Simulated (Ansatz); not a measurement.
Species: C5H16Si2, SMILES `CCC([SiH3])([SiH3])CC` (C–C–C–Si torsion 56°, Si–C–C–C torsion 58°) (charge 0, multiplicity 1).

Question: Give a relaxed geometry from PBE0-D3(BJ)/def2-SVP in Ansatz (a first-principles code).

Answer: This is not unique; one that fits is the end point of this relaxation, one of several conformers (outside a Z-matrix the atoms follow the SMILES, hydrogens last).
Cartesian coordinates (Å) in one orientation:
```xyz
23

C     -2.190    -0.981     0.489
C     -0.720    -1.129     0.121
C      0.031     0.170    -0.243
Si    -0.096     1.458     1.156
Si    -0.688     0.957    -1.819
C      1.518    -0.130    -0.558
C      2.358    -0.638     0.608
H     -2.785    -0.554    -0.333
H     -2.329    -0.328     1.366
H     -2.627    -1.959     0.740
H     -0.625    -1.836    -0.725
H     -0.199    -1.612     0.966
H      0.032     0.813     2.502
H     -1.403     2.185     1.120
H      0.996     2.470     1.001
H     -2.124     1.348    -1.688
H     -0.560    -0.015    -2.953
H      0.096     2.188    -2.154
H      1.996     0.780    -0.961
H      1.556    -0.873    -1.376
H      3.392    -0.830     0.284
H      2.405     0.095     1.430
H      1.967    -1.578     1.025
```
